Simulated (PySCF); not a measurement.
Gas-phase XPS of `C#[C][GeH2][CH2][SiH3]`, computed

Compound: C3H8GeSi.
Atom-mapped SMILES: `[CH:1]#[C:2][GeH2:3][CH2:4][SiH3:5]`

The calculation used PySCF 2.14.0, delta-SCF UKS SCAN, pcX-2 on the ionised atom, pcseg-1 elsewhere, spin-free X2C. These are vertical core ionisation energies against the vacuum level, from separate self-consistent calculations with and without the core hole.

List the computed XPS lines with their assignment.

```csv
atom(s),bonded to,level,binding energy (eV),2p1/2 (eV),above the level's lowest (eV),count
Si5,C and 3 H,Si 1s,1846.38,–,0.00,1
C1,C (triple bond) and H,C 1s,290.27,–,+0.21,1
C2,C (triple bond) and Ge,C 1s,290.18,–,+0.12,1
C4,"2 H, Ge and Si",C 1s,290.06,–,0.00,1
Si5,C and 3 H,Si 2p3/2,106.62,107.24,0.00,1
```

The 3 C 1s values lie within 0.21 eV of each other; Gaussian lines of 0.5 eV full width would blend them into one maximum.

Which photon energy gives electrons from C 1s of C2 a kinetic energy of 200 eV, and what is their de Broglie wavelength?

hν = 290.18 + 200 = 490.18 eV, recoil neglected; λ = 12.264 Å/√(E/eV) = 0.87 Å.

The unrestricted hole states depart most from a pure doublet (⟨S²⟩ = 0.75; over 0.85 named) for C 1s of C1 (0.85) and C 1s of C2 (0.88), which makes these values less certain. For 2p shells one spin-free hole was relaxed; a mean-field spin–orbit operator and the ground-state splitting of the three 2p orbitals were then diagonalised within the shell. The shell's mean is (2 × 2p3/2 + 2p1/2)/3, and the degeneracies 2j + 1 give areas of 2:1. 2p1/2 minus 2p3/2 (ligand field included): Si 0.62 eV. No level of germanium is listed. The structure is a single PBE0-D3(BJ)/def2-SVP conformer in the gas phase; no vibrational or solvent corrections.

The values belong to the conformer `[CH:1]#[C:2][GeH2:3][CH2:4][SiH3:5]`: C2–Ge3–C4–Si5 60°.
